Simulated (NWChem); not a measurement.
System: C₂H₆OSi; SMILES C1OC[SiH2]1

Input file for NWChem:

```
start job
memory heap 200 mb stack 900 mb global 1100 mb
geometry units angstroms noautoz
  C      0.123583    -1.137054     0.461313
  O     -0.092340    -0.000000     1.332088
  C      0.123583     1.137054     0.461313
  Si    -0.032187    -0.000000    -1.075534
  H     -0.638443    -1.925059     0.642580
  H      1.132886    -1.593242     0.607270
  H      1.132886     1.593242     0.607270
  H     -0.638443     1.925059     0.642580
  H     -1.381067    -0.000000    -1.743992
  H      1.040359     0.000000    -2.134344
end
basis spherical
  * library def2-tzvp
end
dft
  xc hfexch
  iterations 150
  mulliken
end
task dft energy
```

Geometry: optimised at PBE-D3(BJ)/def2-SVP.

Question: Give the results of this calculation. (Hartree-Fock/def2-TZVP.) Quantities: basis functions; energy (Ha); highest occupied level (eV); orbital gap (eV); dipole (D).

Answer: 
| Quantity | Value |
|---|---|
| number of basis functions | 166 |
| energy (Ha) | -443.03 |
| highest occupied level (eV) | -10.88 |
| orbital gap (eV) | 13.53 |
| dipole (D) | 1.93 |
